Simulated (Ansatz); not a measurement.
Relaxation of ClF3H2Zr (7 atoms, charge 0, multiplicity 1), to a largest force component of 0.03 eV/Å in at most 50 steps.

Computed with RKS PBE/def2-SVP (Ansatz 0.2.0).

```xyz
7
Properties=species:S:1:pos:R:3
Zr -0.459 0.000 -0.470
Cl -0.014 0.000 3.224
F 1.352 0.000 0.114
F -0.814 1.558 -1.496
F -0.814 -1.558 -1.496
H -1.792 0.000 0.825
H -1.191 0.000 2.580
```

Task: Where does it end, and by what steps?

Result: The forces met the threshold. After 22 steps the energy has fallen by 1.942 eV; H7 moved furthest, 1.48 Å. Parted: Zr1–H6 (1.86 → 2.83 Å), Cl2–H7 (1.34 → 2.87 Å). Joined: Zr1–Cl2 (3.72 → 2.37 Å), H6–H7 (1.86 → 0.77 Å).

| step | energy less start (eV) | largest force component (eV/Å) | accepted |
| --- | --- | --- | --- |
| 0 | 0.0000 | 0.731 | yes |
| 1 | -0.0264 | 0.388 | yes |
| 2 | -0.0080 | 0.775 | no |
| 3 | -0.0429 | 0.212 | yes |
| 4 | -0.0490 | 0.074 | yes |
| 5 | -0.0547 | 0.206 | yes |
| 6 | -0.0664 | 0.326 | yes |
| 7 | -0.0994 | 0.585 | yes |
| 8 | -0.1997 | 1.068 | yes |
| 9 | -0.3238 | 1.547 | yes |
| 10 | -0.5117 | 2.570 | yes |
| 11 | -0.6889 | 2.673 | yes |
| 12 | -1.2523 | 3.237 | yes |
| 13 | -1.5612 | 1.762 | yes |
| 14 | -1.7984 | 1.064 | yes |
| 15 | -1.8681 | 0.841 | yes |
| 16 | -1.9099 | 0.358 | yes |
| 17 | -1.9311 | 0.274 | yes |
| 18 | -1.9376 | 0.128 | yes |
| 19 | -1.9402 | 0.153 | yes |
| 20 | -1.9407 | 0.142 | yes |
| 21 | -1.9416 | 0.067 | yes |
| 22 | -1.9418 | 0.006 | yes |

```xyz
7
Properties=species:S:1:pos:R:3
Zr 0.148 0.000 0.124
Cl 0.476 0.000 2.468
F 1.877 0.000 -0.662
F -0.704 1.580 -0.518
F -0.704 -1.580 -0.517
H -2.587 0.000 0.849
H -2.238 0.000 1.536
```

Whether the end is a true minimum wasn't checked by a vibrational analysis.

The run took 58 s on 2 threads of Arm Neoverse V1, on a shared host, peak memory 0.14 GiB.
